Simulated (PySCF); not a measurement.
One molecule, a ladder of functionals, a line

Molecule: SMILES [SiH3]N([SiH2]O)[SiH3], H$_{9}$NOSi$_{3}$.

Structure with atom numbers: `[OH:1][SiH2:2][N:3]([SiH3:4])[SiH3:5]`. Hydrogens are named by the atom that carries them.

GIAO shieldings (ppm, equivalent atoms averaged) in PySCF 2.14 on the PBE0-D3(BJ)/def2-SVP geometry, basis pcSseg-1, gas phase, non-relativistic:

| functional | exact exchange (%) | σ(O1) | σ(Si2) | σ(Si4/Si5) | σ(N3) |
| --- | --- | --- | --- | --- | --- |
| BLYP | 0 | 284.3 | 350.0 | 383.3 | 247.3 |
| BP86 | 0 | 285.3 | 354.1 | 388.8 | 252.3 |
| PBE | 0 | 285.3 | 354.2 | 390.1 | 253.2 |
| B3LYP | 20 | 291.9 | 363.0 | 394.4 | 254.7 |
| PBE0 | 25 | 294.6 | 371.2 | 404.1 | 261.4 |
| BHandHLYP | 50 | 300.7 | 383.7 | 412.1 | 263.2 |
| HF | 100 | 311.1 | 421.7 | 444.7 | 274.7 |

Question: Fit each shielding as a line in the percentage of exact exchange.

Answer: σ(O1) = 285.9 + 0.27 x (rms 1.3 ppm); σ(Si2) = 352.1 + 0.68 x (rms 2.2 ppm); σ(Si4/Si5) = 386.7 + 0.57 x (rms 3.0 ppm); σ(N3) = 251.5 + 0.24 x (rms 2.4 ppm). The functionals also differ in their semilocal parts, which the line can't hold; Hartree–Fock has no correlation at all.

Question: What does the line predict for mPW1PW91 (25 %), and what does the run give?

Answer: σ(O1): 292.6 predicted, 294.4 computed; σ(Si2): 369.1 predicted, 370.7 computed; σ(Si4/Si5): 400.9 predicted, 402.5 computed; σ(N3): 257.5 predicted, 260.5 computed ppm.
